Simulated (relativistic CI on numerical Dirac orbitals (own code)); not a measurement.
# What each ingredient does to the levels of Au72+

Base calculation: Dirac-Coulomb-Breit CI, separate exchange-only KLI orbitals for each configuration, model QED (radiative potential, 1s self-energy scaled to tabulated hydrogen-like ionisation energies), unscaled Slater integrals.

Configurations in the expansion (outside the closed core 1s2): 2s2 2p3, 2s 2p4, 2p5, 2p4 3s, 2s2 2p2 3s, 2p4 3p, 2s2 2p2 3p, 2p4 3d, 2s2 2p2 3d, 2s 2p3 3s, 2s 2p3 3p, 2s 2p3 3d, 2s2 2p2 4s, 2s2 2p2 4p, 2s2 2p2 4d, 2s2 2p2 4f. Levels of other configurations are missing.

The lowest level and the first level of each name with at least 55 % of one term (blank where a level has no safe partner in the second run):

```tsv
Level	Base (eV)	Shift (eV)
2s2 2p3 2P°_3/2	0.0	0.0
2s2 2p3 4S°_3/2	1888.6	+4.1
2s2 2p3 2D°_5/2	1911.8	+0.5
2s2 2p3 2P°_1/2	1971.0	-3.6
2s 2p4 4P_5/2	2274.8	+5.9
2s 2p4 2S_1/2	2392.3	-4.4
2s 2p4 4P_3/2	4194.5	+7.5
2s 2p4 2D_5/2	4237.4	+1.9
2s 2p4 2P_1/2	4311.8	-3.9
2s 2p4 2D_3/2	4319.1	-5.5
2p5 2P°_3/2	4746.1	-0.7
2p5 2P°_1/2	6668.1	+0.3
2s2 2p2 3s 4P_3/2	11946.3	+3.4
2s2 2p2 3s 2P_1/2	11957.7	+2.2
2s2 2p2 3s 2D_5/2	11966.1	+0.4
2s2 2p2 3s 2D_3/2	11973.9	-0.2
2s2 2p2 3p 2F°_7/2	12641.7	+1.1
2s2 2p2 3p 2D°_5/2	12674.1	-1.9
2s2 2p2 3d 4D_1/2	12744.3	+3.5
2s2 2p2 3d 2G_7/2	12755.1	+1.0
2s2 2p2 3d 2G_9/2	12892.0	+1.2
2s2 2p2 3d 2F_7/2	12920.3	-1.6
```

At this charge energies of transitions that change n are usually good to better than 1 %, and those within a shell (Δn = 0) to a few per cent.

(1) One thing was changed in a second run, which moved the levels as shown. Which?
A. QED terms removed
B. Breit term removed
C. configuration mixing switched off
D. valence Slater integrals scaled by 0.9

Results:

(1) D. Valence Slater integrals scaled by 0.9. Scaling acts on the splittings between terms and on the mixing, and leaves the fine structure of pure LS terms nearly alone; in jj coupling it moves the levels of one term differently.

LS names give the leading component of a level, which can be under half, so a name can repeat, a term be missing and a line seem to break the LS rules.
